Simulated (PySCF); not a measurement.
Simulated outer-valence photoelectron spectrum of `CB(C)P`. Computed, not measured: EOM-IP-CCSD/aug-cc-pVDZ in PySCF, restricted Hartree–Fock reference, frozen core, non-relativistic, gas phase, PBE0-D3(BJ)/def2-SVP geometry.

Each root has a Gaussian of 0.8 eV full width with its one-hole share as area; cross sections and vibrations are left out, and the highest printed point is 100.

ionisation energy (eV), intensity and a bar:
```
      8.0          0 
      8.2          1 
      8.4          2 #
      8.6          8 ##
      8.8         19 ######
      9.0         32 ##########
      9.2         38 ############
      9.4         32 ##########
      9.6         19 ######
      9.8          8 ##
     10.0          3 #
     10.2          2 
     10.4          5 ##
     10.6         16 #####
     10.8         37 ###########
     11.0         61 ##################
     11.2         73 ######################
     11.4         64 ###################
     11.6         41 ############
     11.8         19 ######
     12.0          7 ##
     12.2          4 #
     12.4          8 ##
     12.6         18 ######
     12.8         34 ##########
     13.0         48 ##############
     13.2         56 #################
     13.4         59 ##################
     13.6         60 ##################
     13.8         65 ####################
     14.0         79 ########################
     14.2         95 #############################
     14.4        100 ##############################
     14.6         85 #########################
     14.8         57 #################
     15.0         29 #########
     15.2         11 ###
     15.4          3 #
     15.6          1 
     15.8          0
```

Where are the maxima, and how many lines lie under the curve?

3 maxima, at 9.2, 11.2 and 14.4 eV, from 8 lines. At this width some lines have no maximum of their own.

List the lines with their holes.

```
E (eV)  leading hole (HF orbital)  area  Koopmans (eV)
  9.20                       HOMO  0.96           9.52
 11.12                     HOMO-1  0.95          11.90
 11.31                     HOMO-2  0.95          12.48
 13.02                     HOMO-3  0.95          13.83
 13.56                     HOMO-4  0.95          14.45
 14.16                     HOMO-5  0.94          15.14
 14.37                     HOMO-6  0.95          15.28
 14.62                     HOMO-7  0.95          15.65
```

The widest gap, 1.92 eV, lies between 9.20 and 11.12 eV. Only orbitals with −ε under 21 eV, eight at most, were ionised, so the high end of the curve may lack lines.

Conformer computed: `[CH3:1][B:2]([CH3:3])[PH2:4]`: H–P4–B2–C1 47°, H–P4–B2–C1 148°.

One conformer stands for the species.
